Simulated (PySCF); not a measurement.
Shapes and spin states of PdSe2

Level of theory: PBE0/[Pd def2-SVP with ECP28, Se def2-SVP], scalar-relativistic core potentials, density fitting, no spin–orbit coupling, PySCF.

Relaxations began from a few typed shapes and spin states; open shells are unrestricted. The search is not exhaustive: other isomers or separated fragments can lie lower, and high-lying points may rest on an excited occupation.

Problem. Which is the lowest minimum found?
A. singlet (closed shell, unstable to spin polarisation) C2v: Pd–Se 2.398 Å (×2), Se–Se 2.334 Å; Pd–Se–Se 60.9° (×2), Se–Pd–Se 58.3°
B. quintet D∞h: Pd–Se 2.360 Å (×2); Se–Pd–Se 180.0°
C. quintet C∞v: Pd–Se 2.656 Å, Se–Se 2.213 Å; Pd–Se–Se 180.0°
D. triplet C2v: Pd–Se 2.272 Å (×2); Se–Pd–Se 91.0°
E. quintet C2v: Pd–Se 2.319 Å (×2); Se–Pd–Se 129.0°

Solution. D. The others lie at 13.7 (singlet C2v), 20.1 (quintet C2v), 38.0 (quintet D∞h, a saddle point), 133.6 (quintet C∞v) kJ/mol above it.

Formally Pd is in oxidation state +4, d6, with 2 unpaired electrons (the high-spin count would be 4). The Mulliken spin on Pd is 0.20, so most of the spin sits on the ligands and the formal count fails. The polar-tensor charge on Pd, 0.16, is far below the formal one.

For the lowest minimum: with open d or f shells other occupations or spin states may lie lower.

The electron or spin density has lower symmetry than the nuclear frame for the quintet D∞h at 38.0 kJ/mol.
